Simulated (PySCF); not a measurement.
From computed data to an observable: oscillator strength and radiative lifetime

Ga(F)2(NH2) (F₂GaH₂N), SMILES [NH2][Ga]([F])[F].

Geometry: r2SCAN-D4/def2-SVP. One conformer was computed; it need not be the lowest.

TDA-CAM-B3LYP/def2-SVPD in PySCF puts the first singlet state with f over 0.02 at 5.78 eV (vertical), with the transition dipole (-0.179, -0.561, 0.000) in atomic units.

**Question.** Find the oscillator strength, the wavelength and the radiative lifetime that this transition would have in vacuum if emission retraced absorption.

**Answer.** 
|μ|² = 0.3468 au, so |μ| = 1.50 D. ΔE = 5.78/27.211 = 0.2124 hartree. f = (2/3) ΔE |μ|² = 0.049 (the program prints 0.049).
λ = 1239.84/5.78 = 215 nm; ν = 46619 cm⁻¹.
Einstein's coefficient A = 0.6670 ν² f s⁻¹ (ν in cm⁻¹) = 7.1e7 s⁻¹, so τ = 1/A = 14 ns. This state is S1. The figure is the radiative limit of this one transition; relaxation, internal conversion, crossing to triplets and a medium change what is measured.
